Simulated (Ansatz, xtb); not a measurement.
Dimer: CHN (SMILES C#N) (first 3 atoms) with HI (SMILES I); geometry from B3LYP-D3(BJ)/def2-TZVP, rigid monomers moved along the line of their centres of mass till N2···H5 is 2.02 Å.
(charge 0, multiplicity 1):
```xyz
5

C      1.108    -0.167     1.039
N      0.229     0.016     1.750
H      1.927    -0.339     0.377
I     -2.560     0.617     4.016
H     -1.320     0.348     3.007
```

Monomers are frozen at their geometry in the pair; levels with a basis set take the counterpoise correction.

Run with Ansatz (Gaussian basis) for Hartree–Fock, density functionals and correlated methods; xtb for the GFN methods.  In def2 rows elements past Kr take small-core potentials, without spin–orbit coupling.

Task: Estimate the interaction energy that GFN1-xTB returns for this input.

Result: -0.2 kcal/mol

Task: What is the computed interaction energy (PBE/def2-TZVPPD)?

Result: -2.4 kcal/mol

Task: What interaction energy does HF/def2-SVPD give?

Result: 0.2 kcal/mol

Ansatz is an electronic-structure program.
